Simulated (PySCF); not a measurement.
# ECD: `CC[C@@H]1C[C@H](F)O1`, C$_{5}$H$_{9}$FO

Molfile (atoms numbered from 1):
```
C5H9FO
     RDKit          3D

 16 16  0  0  0  0  0  0  0  0999 V2000
   -2.0893    0.0191    0.4785 C   0  0  0  0  0  0  0  0  0  0  0  0
   -1.0514    0.1135   -0.6322 C   0  0  0  0  0  0  0  0  0  0  0  0
    0.2226   -0.6291   -0.2634 C   0  0  2  0  0  0  0  0  0  0  0  0
    1.1459    0.0577    0.7583 C   0  0  0  0  0  0  0  0  0  0  0  0
    2.1055    0.1720   -0.4228 C   0  0  2  0  0  0  0  0  0  0  0  0
    2.2925    1.4684   -0.8365 F   0  0  0  0  0  0  0  0  0  0  0  0
    1.2506   -0.5237   -1.2739 O   0  0  0  0  0  0  0  0  0  0  0  0
   -2.3691   -1.0174    0.6525 H   0  0  0  0  0  0  0  0  0  0  0  0
   -2.9815    0.5761    0.2064 H   0  0  0  0  0  0  0  0  0  0  0  0
   -1.6979    0.4284    1.4069 H   0  0  0  0  0  0  0  0  0  0  0  0
   -1.4424   -0.3209   -1.5535 H   0  0  0  0  0  0  0  0  0  0  0  0
   -0.8035    1.1573   -0.8332 H   0  0  0  0  0  0  0  0  0  0  0  0
    0.0125   -1.6827   -0.0531 H   0  0  0  0  0  0  0  0  0  0  0  0
    0.7935    1.0178    1.1246 H   0  0  0  0  0  0  0  0  0  0  0  0
    1.4957   -0.5621    1.5780 H   0  0  0  0  0  0  0  0  0  0  0  0
    3.1088   -0.2655   -0.3480 H   0  0  0  0  0  0  0  0  0  0  0  0
  1  2  1  0
  2  3  1  0
  3  4  1  0
  4  5  1  0
  5  6  1  0
  5  7  1  0
  7  3  1  0
  1  8  1  0
  1  9  1  0
  1 10  1  0
  2 11  1  0
  2 12  1  0
  3 13  1  1
  4 14  1  0
  4 15  1  0
  5 16  1  1
M  END
```

Computed, not measured: PySCF, TDDFT wB97X-D/def2-SVPD circular dichroism and optical rotation, one conformer, gas phase. Geometry: GFN2-xTB.

The molecule is flexible and this is one conformer; a measurement averages over conformers.

Problem. Assign R or S to each stereocentre.

Solution. C3 R, C5 S.

Problem. List the lowest 12 singlet excitations with oscillator and rotatory strengths.

Solution. Rotatory strengths R in 10⁻⁴⁰ esu² cm², velocity form and length form (origin at the centre of mass); f in length form.
| state | E (eV) | λ (nm) | f | R (velocity) | R (length) | main |
| --- | --- | --- | --- | --- | --- | --- |
| 1 | 8.21 | 151 | 0.001 | +2.5 | +2.8 | HOMO→LUMO+1 0.56, HOMO→LUMO 0.21 |
| 2 | 8.56 | 145 | 0.012 | +17.7 | +17.4 | HOMO→LUMO 0.63, HOMO→LUMO+1 0.12 |
| 3 | 8.91 | 139 | 0.042 | -17.4 | -18.1 | HOMO→LUMO+2 0.57, HOMO→LUMO+1 0.14 |
| 4 | 9.19 | 135 | 0.029 | +30.2 | +30.0 | HOMO→LUMO+3 0.61, HOMO−1→LUMO 0.12 |
| 5 | 9.27 | 134 | 0.036 | -11.9 | -12.4 | HOMO−2→LUMO 0.40, HOMO−2→LUMO+1 0.29 |
| 6 | 9.30 | 133 | 0.007 | -13.8 | -12.0 | HOMO−1→LUMO 0.35, HOMO→LUMO+3 0.20 |
| 7 | 9.46 | 131 | 0.025 | -17.0 | -16.7 | HOMO−1→LUMO+1 0.29, HOMO−2→LUMO+1 0.26 |
| 8 | 9.48 | 131 | 0.003 | +1.8 | +1.8 | HOMO→LUMO+4 0.30, HOMO→LUMO+5 0.21 |
| 9 | 9.60 | 129 | 0.002 | +14.9 | +16.2 | HOMO−1→LUMO 0.25, HOMO−2→LUMO 0.24 |
| 10 | 9.77 | 127 | 0.024 | -31.1 | -30.1 | HOMO−1→LUMO+2 0.47, HOMO−1→LUMO+4 0.13 |
| 11 | 9.88 | 125 | 0.011 | -46.6 | -48.0 | HOMO−2→LUMO+2 0.40, HOMO−3→LUMO 0.11 |
| 12 | 9.95 | 125 | 0.028 | +36.5 | +36.1 | HOMO−3→LUMO 0.14, HOMO→LUMO+5 0.14 |

Among the states computed, the strongest CD band (largest |R|) is state 11. The largest dissymmetry factor in size, g = 4R/(D+G), with D and G the electric and magnetic dipole strengths, is +0.11 for state 9 (velocity form, f = 0.002), among bands with |R| over 0.5. The mirror image has the same energies and oscillator strengths and all R with the opposite sign.
